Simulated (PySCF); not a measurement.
# Functional benchmark on one molecule

Molecule: `N#Cc1cccs1`, C$_{5}$H$_{3}$NS.

Molfile (atoms numbered from 1):
```
C5H3NS
     RDKit          3D

 10 10  0  0  0  0  0  0  0  0999 V2000
    3.2594   -0.5389    0.5027 N   0  0  0  0  0  0  0  0  0  0  0  0
    2.1415   -0.2794    0.3280 C   0  0  0  0  0  0  0  0  0  0  0  0
    0.7790    0.0416    0.1176 C   0  0  0  0  0  0  0  0  0  0  0  0
   -0.2060   -0.7625   -0.4210 C   0  0  0  0  0  0  0  0  0  0  0  0
   -1.4609   -0.1099   -0.4794 C   0  0  0  0  0  0  0  0  0  0  0  0
   -1.4083    1.1707    0.0135 C   0  0  0  0  0  0  0  0  0  0  0  0
    0.1570    1.5982    0.5502 S   0  0  0  0  0  0  0  0  0  0  0  0
   -0.0153   -1.7817   -0.7565 H   0  0  0  0  0  0  0  0  0  0  0  0
   -2.3707   -0.5661   -0.8701 H   0  0  0  0  0  0  0  0  0  0  0  0
   -2.2206    1.8929    0.0877 H   0  0  0  0  0  0  0  0  0  0  0  0
  1  2  3  0
  2  3  1  0
  3  4  2  0
  4  5  1  0
  5  6  2  0
  6  7  1  0
  7  3  1  0
  4  8  1  0
  5  9  1  0
  6 10  1  0
M  END
```

Geometry PBE0-D3(BJ)/def2-SVP throughout; GIAO in PySCF, gas phase, one conformer, non-relativistic; equivalent atoms averaged; basis pcSseg-1.

Reference values (estimated from measurements, as parent shift plus tabulated substituent increments; solution, not stated per compound (mostly CDCl3 or CCl4); Pretsch, Buehlmann, Badertscher, Structure Determination of Organic Compounds, 4th ed. (2009)): δ(H8) = 7.43 ppm, δ(H9) = 6.96 ppm, δ(H10) = 7.48 ppm. Computed shifts are taken against TMS, calculated as an isolated molecule at each level.

**Question.** How do the functionals LDA, B97-D, B3LYP, PBE0, WP04, B97-2, BHandHLYP, LC-wPBE perform against the reference? Times are CPU seconds on shared hosts with different chips, so compare them loosely; the GGAs took longer than the global hybrids here, which isn't the general rule, and the cause wasn't traced.

**Answer.** 
```csv
functional,kind,H8,H9,H10,mean abs. error H,core-s
LDA,LDA,7.52,7.16,7.22,0.18,14
B97-D,GGA,7.39,7.01,7.10,0.16,16
B3LYP,global hybrid,7.47,7.05,7.22,0.13,11
PBE0,global hybrid,7.60,7.18,7.35,0.17,14
WP04,global hybrid,7.30,6.88,7.16,0.18,11
B97-2,global hybrid,7.54,7.12,7.30,0.15,9.9
BHandHLYP,global hybrid,7.62,7.11,7.43,0.13,11
LC-wPBE,range-separated hybrid,7.67,7.20,7.55,0.18,18
```

For ¹H the closest is B3LYP (0.13 ppm, with BHandHLYP, B97-2, B97-D practically level) and the furthest LDA (0.18 ppm). One molecule is a small sample, and vibrational and solvent effects are absent from the calculation.
